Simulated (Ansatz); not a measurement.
Four-centre ligand exchange

Start structure (BSiH6ClO, closed shell), relaxed at PBE0-D4/def2-TZVP:

```
10
angstrom
B -1.3669 0.1254 -0.3012
Cl -1.7134 -1.5671 -0.9306
H -2.2859 0.5972 0.3020
H -0.8344 0.8289 -1.1282
H -0.3103 -0.9081 1.2669
O -0.1716 -0.0868 0.7788
Si 1.3759 0.1994 0.1028
H 2.3151 -0.3488 1.1101
H 1.4985 -0.5033 -1.1875
H 1.4930 1.6633 -0.0133
```

The step: SiH₄O ([OH][SiH3]) + BH₂Cl ([BH2][Cl]) → BSiH₅O ([BH2][O][SiH3]) + HCl; bonds formed: Cl2–H5; dative contacts that become bonds: B1–O6; bonds broken: B1–Cl2, H5–O6. Computed with Ansatz 0.2.0 (basis: def2-TZVPP and def2-QZVPP); correlated methods freeze the cores. Extrapolation: Hartree–Fock as exp(−7.88 √X), correlation as X^−2.97. Energies below are by CCSD(T) at an estimated basis limit (MP2 extrapolated from triple and quadruple zeta, plus CCSD(T) − MP2 in triple zeta).

(1) What are the electronic barrier and the energy of the step, from the start structure to the end structure? (To be estimated.)

T1 diagnostic: at most 0.012.

## Answers

(1) Computed: Barrier 19.48 kcal/mol; step energy -2.03 kcal/mol (downhill); reverse barrier, their difference, 21.51 kcal/mol. Barrier and step energy count from the start structure, the reverse barrier from the end structure.

The saddle point: One imaginary mode of 966i cm⁻¹.
| pair | start (Å) | saddle (Å) | end (Å) |
| --- | --- | --- | --- |
| B1–O6 | 1.62 | 1.48 | 1.35 |
| Cl2–H5 | 2.69 | 1.47 | 1.29 |
| B1–Cl2 | 1.84 | 2.18 | 3.99 |
| H5–O6 | 0.97 | 1.32 | 1.91 |

Zero-point energy (harmonic, PBE0-D4): ZPE is 40.69 kcal/mol at the start and 36.61 kcal/mol at the saddle, so the barrier goes from 19.48 to 15.41 kcal/mol.

The step is the kind of ligand exchange by which a precursor binds to a hydroxyl group, or is hydrolysed, in atomic layer deposition of oxides.

Labels in which every atom is bracketed show which atoms are joined, not bond orders.

For scale, one of the runs: CCSD(T)/def2-TZVPP, 230 basis functions, launched by `ansatz run in.yaml --threads 4 --pin off --events-out ev --progress --plain --max-ram 9574MiB`. Time: 100 s of wall clock on 4 CPU threads of an Intel Xeon; the host was shared. Peak host memory: 3.8 GiB.
